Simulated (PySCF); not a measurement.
## Stretching CuBr⁻

Set-up: basis Cu def2-TZVPPD, Br def2-TZVPPD; no relativity; PySCF 2.14. Energies in eV from Cu (3d10 4s1) + Br⁻ in their ground configurations at the same level. State: ²Σ⁺ (doublet), unpaired electrons σ ↑.

All columns are ωB97X-V. A positive dipole points towards Br; it is taken about the centre of mass and depends on that origin.

```csv
R (Å),E (eV),μ (D),Mulliken charge on Cu (basis-dependent),HOMO (eV),LUMO (eV),Mayer bond order,⟨S²⟩
2.037,-0.762,3.01,-0.77,-1.01,4.49,0.32,0.75
2.131,-1.058,2.73,-0.72,-1.11,4.51,0.31,0.75
2.226,-1.209,2.39,-0.66,-1.21,4.51,0.30,0.75
2.297,-1.258,2.11,-0.61,-1.30,4.50,0.30,0.75
2.368,-1.268,1.81,-0.55,-1.39,4.49,0.29,0.75
2.439,-1.251,1.49,-0.50,-1.48,4.45,0.28,0.75
2.534,-1.201,1.04,-0.43,-1.60,4.38,0.27,0.75
2.652,-1.111,0.46,-0.36,-1.77,4.25,0.26,0.75
2.794,-0.988,-0.26,-0.29,-1.97,4.06,0.24,0.75
2.984,-0.824,-1.22,-0.21,-2.23,3.81,0.22,0.75
```

A fit through these points gives, at Re = 2.356 Å, μ = 1.86 D and dμ/dR = -4.33 D/Å; the reduced mass is 35.01 u.

How strong is the fundamental in the double-harmonic approximation, I = 42.26·(dμ/dR)²/μred km/mol?

I = 42.26·(-4.33)²/35.01 = 22.6 km/mol at ωB97X-V.

Spin–orbit coupling is left out. For an ion De counts to the pair picked by the measured ionisation energies or electron affinities, which need not be the lowest pair at this level. The state is the lowest single determinant that the PBE0 search found; with open d or f shells the true ground state can be another one.
